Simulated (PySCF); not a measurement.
2-phenylthiophene (C10H8S), SMILES c1ccc(-c2cccs2)cc1.

Geometry: r2SCAN-D4/def2-SVP. A frequency run showed that this geometry is not a minimum. The values are those of a single conformer.

These are SMD-ωB97X/6-31G* (PySCF) values and carry that method's errors.

Solvation free energies are E(SMD) − E(gas) at the gas-phase geometry, for 1 M in both phases. In vacuum the dipole moment is 0.62 D.

| solvent | ΔG(solv) (kcal/mol) | its non-electrostatic (CDS) part | dipole (D) |
|---|---|---|---|
| water | -2.6 | 4.0 | 1.03 |
| ethylethanoate | -8.2 | -3.3 | 0.92 |
| acetone | -9.1 | -2.9 | 1.00 |
